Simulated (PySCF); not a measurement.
## How methods differ on the ionisation energy of Ho²⁶⁺

Ho²⁶⁺ [Kr] 4d5 [4d3/2^4 4d5/2^1, M_J = 5/2] → Ho²⁷⁺ [Kr] 4d4 [4d3/2^4, M_J = 0], as a difference of total energies. All numbers are calculated (PySCF 2.14, the two-component X2C-1e Hamiltonian, in an even-tempered Gaussian basis (17 s from 2.1 bohr⁻², ratio 2.8; 14 p from 2.7 bohr⁻², ratio 2.8; 9 d from 2.7 bohr⁻², ratio 2.8; 3 f from 12 bohr⁻², ratio 3)). Correlated levels: [Ar] 3d10 frozen; the 92 highest virtual spinors dropped. "Screened" scales the spin-orbit matrix elements by Boettger's factors to mimic the two-electron term; Breit and QED terms are absent.

| method | ionisation energy (eV) |
| --- | --- |
| GHF (spin-free) | 938.78 |
| GMP2 (spin-free) | 938.78 |
| GHF (screened spin-orbit) | 929.24 |
| GMP2 (screened spin-orbit) | 928.79 |

Question: How much does correlation contribute at GMP2 (screened spin-orbit)?

Answer: 928.79 − (929.24) = -0.45 eV, measured against GHF (screened spin-orbit).

Breit and QED terms and the two-electron picture change are absent.

The spin-free rows relax to the high-spin LS determinant and lack the spin-orbit shift.

The labels give the starting determinants; with spin-orbit coupling the two ends relaxed to ⟨J²⟩ = 8.77, ⟨L²⟩ = 2.32, ⟨S²⟩ = 5.38 and ⟨J²⟩ = 0.00, ⟨L²⟩ = 2.45, ⟨S²⟩ = 2.45.

For comparison: 929 ± 4 eV (theoretical estimate listed by NIST; NIST Atomic Spectra Database, ionization energies).
